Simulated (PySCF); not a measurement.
Al(H)(Cl)(OEt) (C₂H₆AlClO), SMILES CC[O][AlH][Cl].

Coordinates come from a ωB97X-D3(BJ)/def2-SVP optimisation. The structure was generated by enumeration; whether it is a known compound was not checked. One conformer was computed; it need not be the lowest.

These are PySCF with M06-2X/def2-TZVP values and carry that method's errors.

The molecule is in vacuum.

Computed frontier levels, gap, dipole moment and polarisability:
highest occupied level: -9.83 eV
lowest empty level: -0.26 eV
orbital gap: 9.58 eV
dipole moment: 1.06 D
quadrupole, principal values (traceless, Buckingham form, about the centre of nuclear charge): -7.01, 2.66, 4.35 D·Å
mean static polarisability: 62.6 bohr³ (9.28 Å³)
polarisability, principal values: 53.2, 64.7, 69.9 bohr³
